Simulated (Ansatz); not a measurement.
Reaction (redistribution): `CO[Si]([SiH3])(Cl)Cl` + `C#C[SiH](C)Cl` → `CO[SiH]([SiH3])Cl` + `C#C[Si](C)(Cl)Cl`

Isolated molecules relaxed with PBE0-D4/def2-TZVP in Ansatz; ΔE leaves out vibrations. CBS: MP2 limit from def2 TZ/QZ plus the TZ coupled-cluster correction, frozen cores. Functionals use def2-TZVPP. B3LYP here is the variant with VWN-RPA as its local correlation; programs differ in this. HSE06 is defined as in plane-wave codes. Each species was taken in one conformer, which may not be the lowest.

| level | ΔE (kJ/mol) | difference from CCSD(T)/CBS |
| --- | --- | --- |
| LDA (SPW92) | 9.2 | 0.0 |
| PBE-D4 | 9.2 | 0.0 |
| revPBE-D4 | 9.0 | -0.2 |
| BLYP-D4 | 10.1 | 0.9 |
| r2SCAN-D4 | 9.2 | 0.0 |
| B3LYP-D4 | 10.0 | 0.8 |
| r2SCANh-D4 | 9.2 | 0.0 |
| r2SCAN0-D4 | 9.2 | 0.0 |
| HSE06-D4 | 9.1 | -0.1 |
| BHLYP-D4 | 10.2 | 1.0 |
| CAM-B3LYP-D4 | 9.6 | 0.4 |
| ωB97X-V | 9.1 | -0.1 |
| ωB97M-V | 9.4 | 0.2 |
| B2PLYP | 8.6 | -0.6 |
| PBE-QIDH | 8.2 | -1.0 |
| PBE | 8.5 | -0.7 |
| revPBE | 8.1 | -1.1 |
| BLYP | 8.8 | -0.4 |
| r2SCAN | 9.0 | -0.2 |
| PBE0 | 8.4 | -0.8 |
| B3LYP | 8.8 | -0.4 |
| r2SCAN0 | 8.9 | -0.3 |
| HSE06 | 8.4 | -0.8 |
| BHLYP | 8.9 | -0.3 |
| LC-ωPBE | 8.2 | -1.0 |
| HF/def2-SVP | 9.3 | 0.1 |
| MP2/def2-SVP | 8.0 | -1.2 |
| CCSD/def2-SVP | 8.3 | -0.9 |
| CCSD(T)/def2-SVP | 8.3 | -0.9 |
| HF/def2-TZVPP | 8.9 | -0.3 |
| MP2/def2-TZVPP | 7.8 | -1.4 |
| SCS-MP2/def2-TZVPP | 7.6 | -1.6 |
| CCSD/def2-TZVPP | 7.9 | -1.3 |
| CCSD(T)/def2-TZVPP | 8.0 | -1.2 |
| HF/def2-QZVPP | 9.0 | -0.2 |
| MP2/def2-QZVPP | 8.4 | -0.8 |
| SCS-MP2/def2-QZVPP | 8.2 | -1.0 |
| HF/CBS(def2) | 9.0 | -0.2 |
| MP2/CBS(def2) | 8.9 | -0.3 |
| CCSD/CBS(def2) | 9.1 | -0.1 |
| CCSD(T)/CBS | 9.2 | 0 |

Largest T1 diagnostic among the species: 0.012.

Leaving LDA and LC-ωPBE aside and taking each functional with its dispersion term where it has one, the values, not all of them listed here, spread over 3.1 kJ/mol, from B97M-V to BHLYP-D4.
